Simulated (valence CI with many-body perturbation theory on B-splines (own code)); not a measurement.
**Ni23+: calculated level list**

Method: relativistic CI+MBPT: three valence electrons over a frozen Dirac-Fock core [He], radial functions for each j: 11 s, 11 p, 10 d, 8 f, 5 g, 2 h, with the one-electron correlation potential Σ1 (screened to all orders), the two-electron term Σ2, the three-electron term Σ3, Breit, model QED; selected single and double excitations, second order for the rest, scaled by the run's own slope (own B-spline code, finite nucleus).

No measured levels were compared; by estimate levels of excited configurations hold to 0.05 to 0.15 % of their energy, terms of the ground configuration to about 0.5 %.

Levels 46 to 90 of 206, with energies above the lowest level, 2s2 2p 2P°_1/2. "Leading %" is the weight of the configuration and term that name the level; weights of strongly mixed levels are sums over their largest components and can fall short. In the jj column 3d3/2^4 stands for four electrons in 3d with j = 3/2. Lifetimes count E1, E2, E3, M1 and M2 decay at the calculated energies, and are blank where another channel may lead or the interval is too uncertain; long ones can be off by a factor of two.

| No. | Configuration | Term | J | E (Ry) | Leading % | g | Lifetime | Leading jj |
| --- | --- | --- | --- | --- | --- | --- | --- | --- |
| 46 | 2s 2p 3p | 2S | 1/2 | 95.66 | 80 | 1.854 | 79.4 fs | 2s 2p3/2 3p3/2 (85 %) |
| 47 | 2s 2p 3d | 2D° | 3/2 | 95.80 | 62 | 0.928 | 73.4 fs | 2s 2p1/2 3d5/2 (31 %) |
| 48 | 2s 2p 3d | 2F° | 5/2 | 95.93 | 45 | 1.090 | 49.1 fs | 2s 2p1/2 3d5/2 (55 %) |
| 49 | 2s 2p 3d | 4F° | 9/2 | 96.14 | 100 | 1.331 | 1.81 ns | 2s 2p3/2 3d5/2 (100 %) |
| 50 | 2s 2p 3d | 4D° | 7/2 | 96.41 | 74 | 1.376 | 31.8 fs | 2s 2p3/2 3d5/2 (57 %) |
| 51 | 2s 2p 3d | 4D° | 5/2 | 96.49 | 53 | 1.349 | 32.3 fs | 2s 2p3/2 3d3/2 (79 %) |
| 52 | 2s 2p 3d | 4P° | 3/2 | 96.57 | 65 | 1.539 | 35.1 fs | 2s 2p3/2 3d3/2 (87 %) |
| 53 | 2s 2p 3d | 4P° | 1/2 | 96.61 | 90 | 2.437 | 40.9 fs | 2s 2p3/2 3d3/2 (96 %) |
| 54 | 2s 2p 3d | 2F° | 5/2 | 96.84 | 41 | 1.123 | 50.0 fs | 2s 2p3/2 3d5/2 (79 %) |
| 55 | 2s 2p 3d | 2P° | 3/2 | 97.20 | 70 | 1.242 | 48.9 fs | 2s 2p3/2 3d5/2 (76 %) |
| 56 | 2s 2p 3p | 2P | 1/2 | 97.29 | 76 | 0.833 | 204 fs | 2s 2p3/2 3p1/2 (65 %) |
| 57 | 2s 2p 3p | 2D | 3/2 | 97.35 | 69 | 0.952 | 381 fs | 2s 2p3/2 3p1/2 (81 %) |
| 58 | 2s 2p 3d | 2F° | 7/2 | 97.42 | 96 | 1.149 | 31.5 fs | 2s 2p3/2 3d3/2 (51 %) |
| 59 | 2s 2p 3d | 2P° | 1/2 | 97.60 | 93 | 0.661 | 41.0 fs | 2s 2p3/2 3d5/2 (92 %) |
| 60 | 2s 2p 3p | 2D | 5/2 | 97.61 | 90 | 1.209 | 587 fs | 2s 2p3/2 3p3/2 (75 %) |
| 61 | 2p2 3s | 4P | 1/2 | 97.72 | 60 | 2.305 | 463 fs | 2p1/2^2 3s (65 %) |
| 62 | 2s 2p 3p | 2P | 3/2 | 97.74 | 62 | 1.192 | 273 fs | 2s 2p3/2 3p3/2 (78 %) |
| 63 | 2s 2p 3p | 2S | 1/2 | 98.17 | 66 | 2.015 | 696 fs | 2s 2p3/2 3p3/2 (61 %) |
| 64 | 2p2 3s | 4P | 3/2 | 98.65 | 94 | 1.702 | 417 fs | 2p1/2 2p3/2 3s (94 %) |
| 65 | 2p2 3p | 4D° | 1/2 | 99.13 | 50 | 0.704 | 131 fs | 2p1/2^2 3p1/2 (83 %) |
| 66 | 2p2 3s | 4P | 5/2 | 99.14 | 72 | 1.489 | 324 fs | 2p1/2 2p3/2 3s (79 %) |
| 67 | 2s 2p 3d | 2F° | 7/2 | 99.19 | 92 | 1.148 | 55.9 fs | 2s 2p3/2 3d5/2 (77 %) |
| 68 | 2s 2p 3d | 2F° | 5/2 | 99.21 | 87 | 0.879 | 35.1 fs | 2s 2p3/2 3d3/2 (81 %) |
| 69 | 2p2 3s | 2P | 1/2 | 99.22 | 76 | 0.902 | 189 fs | 2p1/2 2p3/2 3s (81 %) |
| 70 | 2s 2p 3d | 2D° | 3/2 | 99.30 | 93 | 0.819 | 30.7 fs | 2s 2p3/2 3d3/2 (73 %) |
| 71 | 2s 2p 3d | 2D° | 5/2 | 99.47 | 90 | 1.179 | 30.0 fs | 2s 2p3/2 3d5/2 (83 %) |
| 72 | 2p2 3s | 2P | 3/2 | 99.62 | 45 | 1.079 | 202 fs | 2p1/2 2p3/2 3s (88 %) |
| 73 | 2s 2p 3d | 2P° | 1/2 | 99.63 | 91 | 0.640 | 45.2 fs | 2s 2p3/2 3d3/2 (75 %) |
| 74 | 2s 2p 3d | 2P° | 3/2 | 99.64 | 46 | 1.331 | 61.8 fs | 2p1/2^2 3p3/2 (40 %) |
| 75 | 2s 2p 3d | 2P° | 3/2 | 99.81 | 47 | 1.308 | 72.0 fs | 2s 2p3/2 3d5/2 (33 %) |
| 76 | 2p2 3p | 2S° | 1/2 | 99.99 | 41 | 1.504 | 160 fs | 2p1/2 2p3/2 3p1/2 (91 %) |
| 77 | 2p2 3p | 2D° | 3/2 | 100.28 | 36 | 1.204 | 166 fs | 2p1/2 2p3/2 3p1/2 (80 %) |
| 78 | 2p2 3p | 4D° | 5/2 | 100.48 | 86 | 1.341 | 217 fs | 2p1/2 2p3/2 3p3/2 (65 %) |
| 79 | 2p2 3p | 4P° | 5/2 | 100.64 | 44 | 1.342 | 167 fs | 2p1/2 2p3/2 3p1/2 (54 %) |
| 80 | 2p2 3p | 4P° | 1/2 | 100.66 | 59 | 2.150 | 149 fs | 2p1/2 2p3/2 3p3/2 (87 %) |
| 81 | 2p2 3s | 2D | 5/2 | 100.76 | 70 | 1.302 | 225 fs | 2p3/2^2 3s (81 %) |
| 82 | 2p2 3p | 2D° | 3/2 | 100.84 | 53 | 1.216 | 143 fs | 2p1/2 2p3/2 3p3/2 (95 %) |
| 83 | 2p2 3d | 4F | 3/2 | 100.97 | 45 | 0.775 | 245 fs | 2p1/2^2 3d3/2 (62 %) |
| 84 | 2p2 3p | 4D° | 7/2 | 100.99 | 73 | 1.349 | 215 fs | 2p1/2 2p3/2 3p3/2 (81 %) |
| 85 | 2p2 3s | 2D | 3/2 | 101.01 | 37 | 0.955 | 285 fs | 2p3/2^2 3s (68 %) |
| 86 | 2p2 3d | 4F | 5/2 | 101.28 | 48 | 1.158 | 159 fs | 2p1/2^2 3d5/2 (72 %) |
| 87 | 2p2 3p | 4S° | 3/2 | 101.35 | 63 | 1.758 | 130 fs | 2p1/2 2p3/2 3p3/2 (52 %) |
| 88 | 2p2 3p | 2P° | 3/2 | 101.46 | 59 | 1.288 | 111 fs | 2p1/2 2p3/2 3p1/2 (38 %) |
| 89 | 2p2 3p | 2F° | 5/2 | 101.55 | 35 | 1.207 | 160 fs | 2p1/2 2p3/2 3p3/2 (61 %) |
| 90 | 2p2 3p | 2P° | 1/2 | 101.93 | 73 | 0.861 | 140 fs | 2p1/2 2p3/2 3p3/2 (51 %) |

Names give the largest LS component (configuration and term), which can be under half, so a name can repeat, a term be missing and a line seem to break the LS rules; names also repeat where a configuration has a term twice.

Where two levels of one J and parity lie close, their mixing, g and order are uncertain.
